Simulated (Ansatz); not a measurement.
## Abstraction of H: Ge2H6O + GeH3(SiH2) → Ge2H5O + SiH3(GeH3)

Species: Ge2H6O `[GeH3][O][GeH3]`, singlet; GeH3(SiH2), doublet; Ge2H5O `[GeH2][O][GeH3]`, doublet; SiH3(GeH3), singlet. A radical takes H: the energy is the difference in strength between the Ge–H bond broken and the Si–H bond made.

Shapes, held fixed at every level: PBE0-D4/def2-TZVP. Flexible molecules stand in one conformer, not always the lowest. Programs: Ansatz 0.2.0. The zero-point and thermal change to 298 K, harmonic and unscaled (PBE0-D4/def2-TZVP), is +0.2 kJ/mol.

Problem. Estimate ΔH(298 K) of this reaction.

Solution. The highest level, CCSD(T)/def2-TZVPP, gives ΔH(298 K) = -15.9 kJ/mol; the levels span -23.0 to -12.4. The column of differences is taken from that level and isn't an error. No measured value is set beside it here. Open shells run unrestricted. Relativity is left out for Ge. Outer-core shells of Ge are correlated in most correlated rows, in sets that cover them unevenly. Times are processor times on shared x86 and Arm servers, and rough.

| level | kind | ΔH(298 K) (kJ/mol) | less CCSD(T)/def2-TZVPP | CPU time (sum over the molecules) |
| --- | --- | --- | --- | --- |
| MP2/def2-SVP | perturbation theory | -12.4 | +3.5 | – |
| HF/def2-TZVPP | Hartree–Fock | -15.6 | +0.3 | – |
| SPW92/def2-TZVPP | LDA | -23.0 | -7.1 | 13 s |
| PBE0-D4/def2-TZVPP | global hybrid | -18.9 | -3.0 | 33 s |
| wB97X-V/def2-TZVPP | range-separated hybrid | -22.4 | -6.5 | 76 s |
| B2PLYP/def2-TZVPP | double hybrid | -22.8 | -6.9 | 55 s |
| CCSD(T)/def2-TZVPP | coupled cluster or CI | -15.9 | 0.0 | 27 min |
